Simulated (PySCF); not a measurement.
C2H7NSi2. Atoms are numbered in the order given.

```xyz
12

Si     1.7364     0.7164     0.2988
C      0.3784    -0.5852     0.1912
N     -0.6679    -0.3571     1.2410
C     -1.7334    -0.0721     0.5758
Si    -0.9756    -0.3338    -1.1294
H      1.1224     2.0674     0.1387
H      2.4582     0.6546     1.6016
H      2.7090     0.4928    -0.8131
H      0.8243    -1.5896     0.2855
H     -2.6717     0.1795     1.0896
H     -1.4289    -1.5327    -1.8914
H     -0.8603     0.8169    -2.0726
```
Charge 0, spin multiplicity 1.

The structure is a stationary point at ωB97X-D3(BJ)/def2-SVP. The structure was generated by enumeration; whether it is a known compound was not checked.

All values below come from PBE/pcSseg-1 run with PySCF.

GIAO shieldings, no solvent; atoms listed in one row are averaged. δ = σ(ref) − σ: ²⁹Si against TMS (σ = 335.4 ppm); ¹³C against TMS (σ = 182.0 ppm); ¹⁵N against NH3 (σ = 267.0 ppm); ¹H against TMS (σ = 31.49 ppm), references at their B3LYP-D3(BJ)/def2-TZVP geometries, non-relativistic.

```json
[
 {"nucleus": "²⁹Si", "atoms": "Si5", "count": "1", "δ (ppm)": "-8.2"},
 {"nucleus": "²⁹Si", "atoms": "Si1", "count": "1", "δ (ppm)": "-63.3"},
 {"nucleus": "¹³C", "atoms": "C4", "count": "1", "δ (ppm)": "192.9"},
 {"nucleus": "¹³C", "atoms": "C2", "count": "1", "δ (ppm)": "48.2"},
 {"nucleus": "¹⁵N", "atoms": "N3", "count": "1", "δ (ppm)": "544.7"},
 {"nucleus": "¹H", "atoms": "H10", "count": "1", "δ (ppm)": "8.94"},
 {"nucleus": "¹H", "atoms": "H11", "count": "1", "δ (ppm)": "6.67"},
 {"nucleus": "¹H", "atoms": "H12", "count": "1", "δ (ppm)": "6.54"},
 {"nucleus": "¹H", "atoms": "H6, H7, H8", "count": "3", "δ (ppm)": "4.47"},
 {"nucleus": "¹H", "atoms": "H9", "count": "1", "δ (ppm)": "4.04"}
]
```
